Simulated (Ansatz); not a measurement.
All values below come from frozen-core CCSD(T)/cc-pVTZ // PBE0-D3(BJ)/def2-TZVP (Ansatz, a first-principles code).

Ansatz 0.2 input:
```yaml
crystal:
  periodic: [false, false, false]
  atoms:
    - { symbol: B, position_ang: [0.752594, 0.064277, 0.041086] }
    - { symbol: C, position_ang: [-0.763065, 0.074347, -0.222777] }
    - { symbol: O, position_ang: [-1.084109, -0.669707, 0.690827] }
    - { symbol: H, position_ang: [1.196603, 0.835423, 0.834319] }
    - { symbol: H, position_ang: [1.406702, -0.81265, -0.432384] }
    - { symbol: H, position_ang: [-1.508725, 0.508309, -0.911069] }
basis:
  gaussian: { orbitals: cc-pVTZ }
correlation:
  method: ccsd_t
```

Output:

```
Functional definition: HF
763 factors; integrals over basis functions are off by at most 8.6e-4 eV
mean field evaluation 1: about -3784.3686 eV, gradient 3.1e1 eV
mean field evaluation 2: about -3784.3693 eV, gradient 3.1e1 eV
mean field evaluation 4: about -3786.5798 eV, gradient 3.6e0 eV
mean field evaluation 8: about -3786.6348 eV, gradient 1.7e-1 eV
mean field evaluation 16: about -3786.6304 eV, gradient 6.7e-1 eV
mean field -3786.63505106 eV, -139.1562714530 hartree, gradient 3.8e-6 eV, S^2 0.000000; 0 other end points of the search recorded, 0 dependent functions left out
3 core orbitals not correlated
reference -3786.63505106 eV, -139.1562714530 hartree; 8, 8 occupied and 121, 121 virtual orbitals, 763 factors
second order -13.39044620 eV of doubles, -0.00000000 eV of singles
cycle   1  -13.38296994 eV  change    7.5e-3 eV  update   1.1e-1
cycle   2  -13.80867987 eV  change   -4.3e-1 eV  update   3.9e-2
cycle   3  -13.94622862 eV  change   -1.4e-1 eV  update   2.4e-2
cycle   4  -13.93356216 eV  change    1.3e-2 eV  update   8.2e-3
cycle   5  -13.93022759 eV  change    3.3e-3 eV  update   4.6e-3
cycle   6  -13.93331993 eV  change   -3.1e-3 eV  update   1.8e-3
cycle   7  -13.93269427 eV  change    6.3e-4 eV  update   8.5e-4
cycle   8  -13.93256941 eV  change    1.2e-4 eV  update   2.8e-4
cycle   9  -13.93272505 eV  change   -1.6e-4 eV  update   9.5e-5
cycle  10  -13.93268942 eV  change    3.6e-5 eV  update   3.5e-5
cycle  11  -13.93269055 eV  change   -1.1e-6 eV  update   1.2e-5
perturbative correction -0.60440436 eV, -0.0222114504 hartree
Total energy: -3801.17214597 eV, -139.6904998374 hartree
```

Cost: around 19 core-seconds (rough).
